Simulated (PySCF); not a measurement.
B(Me)(SeH)2, SMILES CB([SeH])[SeH] (B3LYP/def2-SVP optimised geometry):

```
9

B      0.144    -0.426     0.000
C      1.719    -0.426     0.000
H      2.101     0.098     0.894
H      2.105     0.128    -0.874
H      2.165    -1.433    -0.015
Se    -0.916     1.214     0.000
H      0.230     2.146    -0.002
Se    -0.774    -2.146     0.003
H     -2.165    -1.646     0.006
```

Calculation: B3LYP/def2-TZVP (PySCF 2.14.0).

Problem. What are the frontier orbital energies and the dipole moment?

Solution. HOMO-2 -8.42 eV, HOMO-1 -7.82 eV, HOMO -6.72 eV, LUMO -1.04 eV, LUMO+1 -0.50 eV; dipole moment 0.95 D.

Meta-Löwdin charges at B3LYP/def2-TZVP: B1 -0.07, C2 -0.43, H3 0.13, H4 0.13, H5 0.12, Se6 0.00, H7 0.06, Se8 0.01, H9 0.06.
